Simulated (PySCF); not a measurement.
## Pm (promethium, neutral) across methods

[Xe] 4f5 6s1 6p1, one real determinant (an excited configuration). Calculation: PySCF 2.14, in x2c-TZVPPall; the spin-free X2C one-electron Hamiltonian (Gaussian nucleus).

```json
{"method": "r2SCAN", "E (hartree)": "-10019.87", "mean ε 6s α (eV)": "-4.447", "mean ε 4f α (eV)": "-4.303", "mean ε 6p α (eV)": "-2.104", "Σ⟨r²⟩ (bohr²)": "96.34", "⟨S²⟩": "15.754"}
{"method": "LDA", "E (hartree)": "-10011.99", "mean ε 6s α (eV)": "-4.569", "mean ε 4f α (eV)": "-4.161", "mean ε 6p α (eV)": "-2.031", "Σ⟨r²⟩ (bohr²)": "95.78", "⟨S²⟩": "15.751"}
{"method": "PBE", "E (hartree)": "-10019.53", "mean ε 6s α (eV)": "-4.392", "mean ε 4f α (eV)": "-4.021", "mean ε 6p α (eV)": "-2.049", "Σ⟨r²⟩ (bohr²)": "96.26", "⟨S²⟩": "15.752"}
{"method": "UHF", "E (hartree)": "-10016.08364", "mean ε 6s α (eV)": "-6.453", "mean ε 4f α (eV)": "-13.426", "mean ε 6p α (eV)": "-3.859", "Σ⟨r²⟩ (bohr²)": "100.6", "⟨S²⟩": "15.755"}
```

(1) Estimate the same row for PBE0.

⟨L²⟩ = 26.07 against 42 for a pure I term, so this real determinant mixes terms. Spin-orbit coupling, absent here, splits the open shell strongly.

Results:

(1) E (hartree) = -10019.49; mean ε 6s α (eV) = -4.999; mean ε 4f α (eV) = -6.460; mean ε 6p α (eV) = -2.560; Σ⟨r²⟩ (bohr²) = 96.73; ⟨S²⟩ = 15.752.
